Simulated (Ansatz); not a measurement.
`[NH2][GaH][Br]` + `C[N](C)[In]([NH2])[Cl]` → `C[N](C)[GaH][Br]` + `[NH2][In]([NH2])[Cl]`  (redistribution)

Gas-phase electronic energies from Ansatz, PBE0-D4/def2-TZVP geometries. CCSD(T)/CBS adds triple-zeta CCSD(T) − MP2 to the extrapolated MP2 energy (def2 sets, frozen cores). Functionals use def2-TZVPP. Elements past krypton have def2 core potentials. For Br, Ga, In outer-core shells are correlated without core-valence functions, which leaves a few kJ/mol of doubt a bond. Scalar relativity is left out up to krypton. One conformer a species, not always the lowest.

```json
{"level": "r2SCAN-D4", "ΔE (kJ/mol)": "-7.8"}
{"level": "ωB97X-V", "ΔE (kJ/mol)": "-6.1"}
{"level": "MP2/def2-TZVPP", "ΔE (kJ/mol)": "-7.5"}
{"level": "CCSD/def2-TZVPP", "ΔE (kJ/mol)": "-7.4"}
{"level": "SCS-MP2/def2-QZVPP", "ΔE (kJ/mol)": "-5.8"}
{"level": "HF/CBS(def2)", "ΔE (kJ/mol)": "-3.4"}
{"level": "MP2/CBS(def2)", "ΔE (kJ/mol)": "-5.5"}
{"level": "CCSD/CBS(def2)", "ΔE (kJ/mol)": "-5.5"}
```

Problem. What does CCSD(T)/CBS give? (Best estimate.)

Solution. The calculation gave: -6.1 kJ/mol. The listed levels differ from it by -1.7, 0.0, -1.4, -1.3, 0.3, 2.7, 0.6, 0.6 kJ/mol.

Largest T1 diagnostic among the species: 0.014.

In def2-TZVPP, CCSD(T) changes the Hartree–Fock value by −4.0 kJ/mol (the triples alone add −0.6 kJ/mol) and MP2 by −3.4 kJ/mol.
